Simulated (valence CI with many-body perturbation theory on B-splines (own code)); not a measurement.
**V¹⁰⁺: key properties**

Method: relativistic CI+MBPT: three valence electrons over a frozen Dirac-Fock core [Ne], a basis of 11 s, 11 p, 10 d, 8 f, 5 g, 2 h functions for each j, with the one-electron correlation potential Σ1, the two-electron term Σ2, the three-electron term Σ3, Breit, model QED; selected CI, second order for the rest, scaled by the run's own slope (own B-spline code, finite nucleus).

No measured spectrum was set against this ion. As an estimate, levels of excited configurations hold to 0.05 to 0.15 % of their energy, terms of the ground configuration to about 0.5 %.

Rates and lifetimes use the calculated energies. Strong lines usually hold to 10 to 20 %, long lifetimes can be off by a factor of two.

(1) What is the ground level?

(2) What is the ionisation energy?

(3) How well does LS coupling describe the low levels?

(4) Among levels below 159.98 eV, which E1 lines absorb most strongly from the ground level?

(5) Where does the other parity begin?

Results:

(1) 3s2 3p 2P°_1/2, composition 97 % 3s2 3p 2P°, g = 0.665.

(2) 255.96 eV; NIST lists 254.8 ± 0.4 eV (semi-empirical).

(3) Among the lowest 20 levels the leading LS term, summed over configurations, holds 98 % on average. For single configurations the figures are 89 % in LS and 64 % in jj coupling. Terms mix most in the J = 1/2 level at 35.86 eV, where the leading one holds 90 %.

(4) to 3s2 3d 2D_3/2 at 26.53 nm, f = 0.575; to 3s 3p2 2P_1/2 at 32.56 nm, f = 0.214; to 3s2 4d 2D_3/2 at 8.717 nm, f = 0.208.

(5) At 3s 3p2 4P_1/2, 21.82 eV.
